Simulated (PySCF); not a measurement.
CH4ClInO2, SMILES C[O][In]([OH])[Cl]. The structure is a stationary point at PBE0-D3(BJ)/def2-SVP. The structure was generated by enumeration; whether it is a known compound was not checked. The def2 effective core potentials stand for the cores of In; spin–orbit coupling is left out. The values are those of a single conformer.

### Question
Give the equilibrium geometry at PBE0-D3(BJ)/def2-SVP (PySCF confirms it by a frequency run) as Cartesian coordinates in Å. (An estimate is asked for; the answer gives what the named calculation found.)

### Answer
One answer among several that fit: 
```xyz
9

In    -0.0917     0.0290     0.1307
Cl     0.9335     2.1211    -0.0045
O     -1.4063    -0.3300     1.5774
H     -1.5185     0.4449     2.1419
O      0.4003    -1.3273    -1.2257
C     -0.1523    -2.6144    -1.2451
H     -1.2489    -2.6184    -1.3939
H      0.2932    -3.1656    -2.0914
H      0.0600    -3.1969    -0.3283
```
Charge 0, spin multiplicity 1.
